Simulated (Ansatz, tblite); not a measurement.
Removing an electron: BeS₂⁻ (the lowest doublet isomer of a short search). The state is a doublet with charge -1. Geometry: PBE0-D4/def2-TZVPD. Ansatz, gas phase; energy differences of separate SCF runs; the oxidised species is a triplet (the singlet lies 1.25 eV higher at PBE0-D4/def2-TZVPD).

Cartesian coordinates in Å:
```
Be 0.0000 0.0000 0.0000
S 1.2613 1.0023 -0.9446
S -1.2613 -1.0024 0.9446
```

The xTB rows come from tblite. HOMO above LUMO, or a gap near zero within one spin, warns that the state may not be the lowest or that an electron is smeared out. The structure comes from a short search, and lower isomers may exist.

```
             level  −HOMO (eV)  vertical IE (eV)  −LUMO (eV)  HOMO–LUMO gap (eV)                                     remarks
          GFN1-xTB           –              7.22           –                   –                                           –
 PBE-D4/def2-TZVPD        0.71              3.45        0.61                0.10  gap within one spin near zero (-1 doublet)
PBE0-D4/def2-TZVPD        1.82              3.46       -0.07                1.89                                           –
```

Estimate the rows for GFN2-xTB, r2SCAN-D4/def2-TZVPD.


| level | −HOMO (eV) | vertical IE (eV) | −LUMO (eV) | HOMO–LUMO gap (eV) |
| --- | --- | --- | --- | --- |
| GFN2-xTB | – | 8.43 | – | – |
| r2SCAN-D4/def2-TZVPD | 0.92 | 3.51 | 0.52 | 0.40 |

  HOMO and LUMO are the levels of the spin that leaves or enters (xTB has no such levels and no spin-polarisation term). Other spin states of the ions may lie lower, which would lower the ionisation energy or raise the affinity. Raw xTB energy differences between charge states are shifted by several eV; the methods need an empirical correction for them.
